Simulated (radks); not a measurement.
Values are calculated unless marked as measured or tabulated.
The copper ion Cu+, 28 electrons, occupied as [Ar] 3d10 (the NIST ground configuration). Level of theory: Dirac Kohn-Sham, PBEsol, spin-unpolarised, spherical densities, finite nucleus; Fermi nuclear charge, rms radius 3.8823 fm (a radial shooting solver on a logarithmic mesh with Libxc functionals). Some entries of the table are withheld. Estimate them.

| orbital | occ. | eigenvalue (hartree) | <r^2> (bohr^2) | <1/r> (bohr^-1) |
|---|---|---|---|---|
| 1s1/2 | 2 | -325.2033 | 0.003660 | (1) |
| 2s1/2 | 2 | -39.29949 | (2) | 6.354 |
| 2p1/2 | 2 | -34.47693 | (3) | (4) |
| 2p3/2 | 4 | -33.72468 | (5) | (6) |
| 3s1/2 | 2 | (7) | 0.5889 | 2.000 |
| 3p1/2 | 2 | (8) | 0.6553 | 1.864 |
| 3p3/2 | 4 | (9) | 0.6748 | 1.830 |
| 3d3/2 | 4 | -0.50740 | 1.399 | 1.390 |
| 3d5/2 | 6 | -0.49735 | 1.429 | 1.379 |

Answer. 
(1) 1s1/2 <1/r> (bohr^-1): 29.14
(2) 2s1/2 <r^2> (bohr^2): 0.06531
(3) 2p1/2 <r^2> (bohr^2): 0.05128
(4) 2p1/2 <1/r> (bohr^-1): 6.311
(5) 2p3/2 <r^2> (bohr^2): 0.05282
(6) 2p3/2 <1/r> (bohr^-1): 6.170
(7) 3s1/2 eigenvalue (hartree): -4.51832
(8) 3p1/2 eigenvalue (hartree): -3.02532
(9) 3p3/2 eigenvalue (hartree): -2.93073
